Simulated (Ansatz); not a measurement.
Basis sets compared for the cluster SeS₄⁺. Total charge 1; doublet. Geometry PBE-D4/def2-SVP. Ansatz on 4 threads of Arm Neoverse V1 on a shared host; times are rough, and most runs start from earlier orbitals.

```tsv
atom	x (Å)	y (Å)	z (Å)
S1	1.5662	-1.3089	0.1575
S2	-1.3373	0.5443	-0.6677
S3	0.5723	1.2618	-0.8287
S4	-0.4689	1.5244	1.0182
Se5	-0.3323	-2.0216	0.3206
```

Another isomer (doublet) lies 1.08 eV lower at PBE0-D4/def2-TZVP; other spin states weren't run for this one.

| level | functions | energy (Eh) | HOMO (eV) | LUMO (eV) | wall time |
| --- | --- | --- | --- | --- | --- |
| PBE-D4/def2-SVP | 104 | -3992.2050 | -10.61 | -9.66 | 1.6 s |
| PBE0-D4/def2-SVP | 104 | -3992.3740 | -12.04 | -9.10 | 2.7 s |

Problem. Estimate the rows for PBE-D4/def2-TZVP (with forces), PBE0-D4/def2-TZVP.

Solution. 
| level | functions | energy (Eh) | HOMO (eV) | LUMO (eV) | wall time |
| --- | --- | --- | --- | --- | --- |
| PBE-D4/def2-TZVP (with forces) | 196 | -3993.0740 | -10.53 | -9.55 | 4.3 s |
| PBE0-D4/def2-TZVP | 196 | -3993.2413 | -11.90 | -8.88 | 8.5 s |
